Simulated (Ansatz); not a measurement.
`[NH2][Sn][F]` + HCl → `[F][Sn][Cl]` + NH₃  (ligand exchange at the Sn–N bond)

Calculated with Ansatz (gas phase, PBE0-D4/def2-TZVP geometries, no zero-point term in ΔE). CCSD(T)/CBS is the MP2 limit (def2-TZVPP, def2-QZVPP) plus CCSD(T) − MP2 in def2-TZVPP, frozen cores. This one scheme is used for every species. Functionals use def2-TZVPP. B3LYP here is the variant with VWN-RPA as its local correlation; programs differ in this. def2 core potentials past Kr. For Sn outer-core shells are correlated without core-valence functions, which leaves a few kJ/mol of doubt a bond. Each species was taken in one conformer, which may not be the lowest.

`[NH2][Sn][F]`:

Z-matrix (Å, degrees):
```
N
Sn 1 2.003
H 1 1.010 2 121.8
H 1 1.008 2 126.2 3 180.0
F 2 1.951 1 92.0 3 0.0
```

HCl:

```xyz
2

Cl   -0.269   -0.552    0.179
H     0.269    0.552   -0.179
```

`[F][Sn][Cl]`:

Cartesian coordinates in Å:
```
F 0.644 -1.199 -0.822
Sn -0.106 0.583 -0.749
Cl -0.538 0.616 1.571
```

NH₃:

Cartesian coordinates in Å:
```
N -0.130 0.248 0.033
H 0.698 0.332 -0.544
H 0.164 -0.143 0.920
H -0.732 -0.436 -0.409
```

```csv
level,ΔE (kcal/mol),difference from CCSD(T)/CBS
LDA (SPW92),-19.7,1.6
PBE-D4,-22.1,-0.8
revPBE-D4,-22.0,-0.7
BLYP-D4,-22.0,-0.7
r2SCAN-D4,-22.0,-0.7
B97M-V,-23.6,-2.3
PBE0-D4,-22.5,-1.2
B3LYP-D4,-22.4,-1.1
r2SCANh-D4,-22.2,-0.9
r2SCAN0-D4,-22.5,-1.2
BHLYP-D4,-23.2,-1.9
CAM-B3LYP-D4,-21.4,-0.1
ωB97X-V,-21.6,-0.3
ωB97M-V,-21.6,-0.3
B2PLYP,-21.6,-0.3
PBE-QIDH,-21.7,-0.4
PBE,-22.2,-0.9
revPBE,-22.9,-1.6
BLYP,-22.4,-1.1
PBE0,-22.6,-1.3
B3LYP,-22.7,-1.4
r2SCANh,-22.2,-0.9
r2SCAN0,-22.5,-1.2
BHLYP,-23.1,-1.8
CAM-B3LYP,-21.4,-0.1
LC-ωPBE,-20.8,0.5
RPA@PBE/def2-TZVPP,-18.9,2.4
HF/def2-SVP,-25.2,-3.9
MP2/def2-SVP,-20.0,1.3
CCSD/def2-SVP,-20.6,0.7
HF/def2-TZVPP,-24.1,-2.8
MP2/def2-TZVPP,-20.3,1.0
SCS-MP2/def2-TZVPP,-20.4,0.9
CCSD/def2-TZVPP,-20.2,1.1
CCSD(T)/def2-TZVPP,-19.9,1.4
HF/def2-QZVPP,-24.3,-3.0
SCS-MP2/def2-QZVPP,-21.2,0.1
HF/CBS(def2),-24.3,-3.0
MP2/CBS(def2),-21.8,-0.5
CCSD/CBS(def2),-21.7,-0.4
CCSD(T)/CBS,-21.3,0
```

(1) What do rigid-rotor, harmonic-oscillator terms from PBE0-D4/def2-TZVP frequencies (298.15 K, 1 bar) make of the CCSD(T)/CBS value? (Estimate.)

Largest T1 diagnostic among the species: 0.017.

## Answers

(1) Computed: ΔZPE = +2.3 kcal/mol, ΔH = -19.0 kcal/mol, ΔS = 8 J/(mol·K), ΔG = -19.5 kcal/mol.

In def2-TZVPP, CCSD(T) changes the Hartree–Fock value by +4.2 kcal/mol (the triples alone add +0.4 kcal/mol) and MP2 by +3.7 kcal/mol. Leaving LDA and LC-ωPBE aside and taking each functional with its dispersion term where it has one, the values spread over 2.2 kcal/mol, from B97M-V to CAM-B3LYP-D4. LDA lies +2.5 kcal/mol from PBE without D4. At CCSD(T), def2-SVP lies +1.1 kcal/mol from the extrapolated value and def2-TZVPP +1.4 kcal/mol.
